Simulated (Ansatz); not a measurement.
A nudged elastic band was laid between two geometries of C2H4BN (8 atoms, charge 0, multiplicity 1).

Method: RKS B3LYP-D4/6-31G* (Ansatz).

```
movable images  : 7
climbing image  : yes
spring          : 5.0 eV/Å²
optimiser       : quadratic models (default)
start path      : through a guess of the saddle point
force threshold : 0.05 eV/Å
iteration limit : 60
end points      : relaxed
```

First end point:

```xyz
8
Properties=species:S:1:pos:R:3
C -0.170 0.953 -0.300
N 0.361 -0.251 0.307
B 1.382 -1.042 1.191
C 0.065 -1.493 0.324
H -1.057 0.735 -0.904
H -0.418 1.662 0.496
H 0.611 1.401 -0.921
H -0.774 -1.965 -0.194
```

Last end point:

```xyz
8
Properties=species:S:1:pos:R:3
C -0.218 0.952 -0.270
N 0.117 -0.256 0.456
B 0.464 -1.061 1.753
C 0.304 -1.488 0.178
H -1.140 1.365 0.151
H 0.582 1.682 -0.117
H -0.347 0.750 -1.338
H 0.238 -1.944 -0.813
```

**Question.** Which bonds break or form, and what moves?

**Answer.** No bond is made or broken. The dihedral H7–C1–N2–C4 goes from -122 to 0°. The two ends are copies of one structure, up to a mirror image or an exchange of like atoms.

**Question.** What energy profile does the band end with?

**Answer.** The forces met the threshold. The highest image is number 4 of 0 to 8, 0.030 eV above the ends, which have the same energy within 2 meV. A vibrational analysis at the climbing image gives one clearly imaginary mode, 113i cm⁻¹: a first-order saddle point.

```tsv
image	path coordinate (Å)	energy (eV)	dihedral H7–C1–N2–C4 (°)
0	0.00	0.000	-122
1	0.34	0.004	-107
2	0.68	0.014	-92
3	1.01	0.025	-77
4	1.35	0.030	-62
5	1.72	0.027	-46
6	2.08	0.016	-30
7	2.45	0.004	-15
8	2.81	0.000	0
```

**Question.** What is the geometry of the highest image?

**Answer.** 
```xyz
8
Properties=species:S:1:pos:R:3
C -0.196 0.965 -0.261
N 0.255 -0.242 0.411
B 0.969 -1.015 1.566
C 0.188 -1.501 0.209
H -1.282 0.933 -0.391
H 0.080 1.831 0.345
H 0.278 1.037 -1.245
H -0.291 -2.007 -0.634
```

**Question.** What are the harmonic wavenumbers there?

**Answer.** 113i, 264, 319, 499, 805, 900, 997, 1123, 1149, 1209, 1451, 1502, 1519, 1713, 3062, 3136, 3137, 3157 cm⁻¹.

The band took 8 iterations and of the order of 2.2 core-minutes.

Time of the run: 2.2 min on 1 thread of Arm Neoverse V1, on a shared host, peak memory 0.13 GiB.
